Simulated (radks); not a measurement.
Results of a calculation; reference values are marked as such.
Q: The table gives one normalised radial function P(r) = r R(r) (large component) of Eu2+ in [Xe] 4f7 (r in bohr). Level of theory: Dirac Kohn-Sham, PBE, spin-unpolarised, spherical densities, point nucleus; open shells are shared between the two j in proportion to 2j + 1; speed of light set to 685.18 atomic units (5 times the physical value, a model run) (a radial shooting solver on a logarithmic mesh with Libxc functionals).

r           P
0.003703   0.0057
0.004899   0.0096
0.006482   0.0160
0.008577   0.0262
0.01135    0.0419
0.01501    0.0651
0.01987    0.0971
0.02629    0.1369
0.03478    0.1782
0.04602    0.2058
0.06089    0.1944
0.08056    0.1162
0.1066    -0.0358
0.141     -0.2134
0.1866    -0.3012
0.2469    -0.1795
0.3267     0.1378
0.4323     0.4217
0.5719     0.3777
0.7567    -0.0487
1.001     -0.5825
1.325     -0.8822
1.753     -0.8178
2.319     -0.5240
3.069     -0.2333
4.06      -0.0680
5.372     -0.0114

Which n and l does it have? It may be an empty orbital.

A: n = 5, l = 1: the number of nodes gives n - l - 1 = 3, the rise at small r points to l (this Dirac orbital starts as r^gamma with gamma = sqrt((l + 1)^2 - (Z/c)^2) = 2.00; the j = 3/2 orbital of l + 1 starts with the same power, but with a smaller coefficient, and then steepens), and the extent must fit the shell. The curve is that of 5p3/2; the two j differ most near the nucleus, where j = l - 1/2 has the larger amplitude, and in heavy atoms j = l - 1/2 is also the more compact. 5p3/2: eigenvalue -36.092 eV, 3 radial nodes at r = 0.101, 0.293, 0.738 bohr, <r> = 1.66 bohr, 90 % of the charge inside 2.43 bohr.
